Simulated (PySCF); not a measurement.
## How methods differ on the ionisation energy of Al(2+)

Al(2+) [Ne] 3s1 (2S) → Al(3+) [Ne] (1S), as a difference of total energies. Calculation: PySCF 2.14, in aug-cc-pV(5+d)Z (8s7p6d4f3g2h, 136 functions); the non-relativistic Hamiltonian (point nucleus). The calculations carry no spin-orbit coupling.

| method | ionisation energy (eV) |
| --- | --- |
| UHF | 28.040 |
| LDA | 28.822 |
| PBE | 28.819 |
| PBE0 | 28.682 |
| r2SCAN | 28.375 |
| B97-3 | 28.393 |
| wB97M-V | 28.530 |
| BP86 | 28.670 |

For comparison: 28.448 eV (measured; NIST Atomic Spectra Database, ionization energies).
